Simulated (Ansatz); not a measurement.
Reactions of `CCCOC(=O)OC`.

Isolated molecules relaxed with PBE0-D4/def2-TZVP in Ansatz; ΔE leaves out vibrations. CCSD(T)/CBS adds triple-zeta CCSD(T) − MP2 to the extrapolated MP2 energy (def2 sets, frozen cores). This one scheme is used for every species. Elements past krypton have def2 core potentials. For Nb outer-core shells are correlated without core-valence functions, which leaves a few kJ/mol of doubt a bond. One conformer a species, not always the lowest.

Question: Order these by ΔE at CCSD(T)/CBS, lowest first. (Estimate.)
A. `CCCOC(=O)OC` + `C#C` → `C#CCOC(=O)OC` + `CC`
B. `CCCOC(=O)OC` + CH₃SH → `CCCSC` + `COC(=O)O`
C. `CCCOC(=O)OC` + `[CH3][Nb](=[NH])([NH2])[F]` → `C[N]=[Nb]([CH3])([NH2])[F]` + `CCOC(=O)OC`

Answer: B (-32.4 kJ/mol), A (+2.7 kJ/mol), C (+10.9 kJ/mol).

Largest T1 diagnostic: 0.020, for `[CH3][Nb](=[NH])([NH2])[F]`.
